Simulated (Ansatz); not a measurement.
`O[SiH2]O[SiH2]Cl` → Cl• + `O[SiH2]O[SiH2]`•  (homolysis of the Cl–Si bond)

Calculated with Ansatz (gas phase, PBE0-D4/def2-TZVP geometries, no zero-point term in ΔE). CCSD(T)/CBS adds triple-zeta CCSD(T) − MP2 to the extrapolated MP2 energy (def2 sets, frozen cores). This one scheme is used for every species, atoms too. DFT in def2-TZVPP. Open shells (•) are unrestricted, without spin–orbit coupling. Spin–orbit coupling would lower the free atoms: a little for Cl. Each species was taken in one conformer, which may not be the lowest.

`O[SiH2]O[SiH2]Cl`:

Z-matrix (Å, degrees):
```
Si
O 1 1.644
O 1 1.635 2 111.8
H 1 1.483 2 107.3 3 122.2
H 1 1.475 2 107.7 3 -116.5
Si 2 1.618 1 142.3 3 -35.3
H 3 0.959 1 118.0 2 68.5
Cl 6 2.064 2 109.5 1 -16.7
H 6 1.477 2 109.8 1 -134.3
H 6 1.477 2 110.8 1 101.2
```

`O[SiH2]O[SiH2]`•:

Z-matrix (Å, degrees):
```
Si
O 1 1.634
O 1 1.638 2 112.3
H 1 1.478 2 109.7 3 -116.7
H 1 1.482 2 105.9 3 121.5
Si 2 1.639 1 146.2 3 51.6
H 3 0.958 1 118.4 2 72.4
H 6 1.490 2 107.8 1 170.1
H 6 1.493 2 109.8 1 -69.9
```

```csv
level,ΔE (kJ/mol),difference from CCSD(T)/CBS
PBE-D4,481.7,-14.9
revPBE-D4,468.7,-27.9
r2SCAN-D4,481.4,-15.2
B97M-V,495.0,-1.6
r2SCAN0-D4,477.2,-19.4
BHLYP-D4,469.7,-26.9
PBE-QIDH,489.1,-7.5
PBE,474.5,-22.1
revPBE,452.1,-44.5
BLYP,449.3,-47.3
r2SCANh,477.7,-18.9
BHLYP,459.9,-36.7
CAM-B3LYP,469.3,-27.3
CCSD/def2-SVP,443.9,-52.7
CCSD(T)/def2-TZVPP,477.3,-19.3
CCSD/CBS(def2),487.1,-9.5
CCSD(T)/CBS,496.6,0
```

Largest T1 diagnostic among the species: 0.014.

From r2SCAN to r2SCAN0 (25 % exact exchange), in def2-TZVPP and without D4, ΔE moves by −4.6 kJ/mol: exact exchange takes away binding that semilocal exchange gives to molecules. At CCSD(T), def2-SVP lies −47.4 kJ/mol from the extrapolated value and def2-TZVPP −19.3 kJ/mol: correlation converges slowly with the basis, and small sets miss more of it in the bonded molecule than in its fragments. In def2-TZVPP, CCSD(T) changes the Hartree–Fock value by +102.2 kJ/mol (the triples alone add +9.5 kJ/mol) and MP2 by +124.1 kJ/mol; breaking electron pairs costs correlation energy, which Hartree–Fock lacks.

CCSD(T)/CBS has its own doubt, a few kJ/mol and more with outer-core shells, so smaller differences from it don't rank the levels.
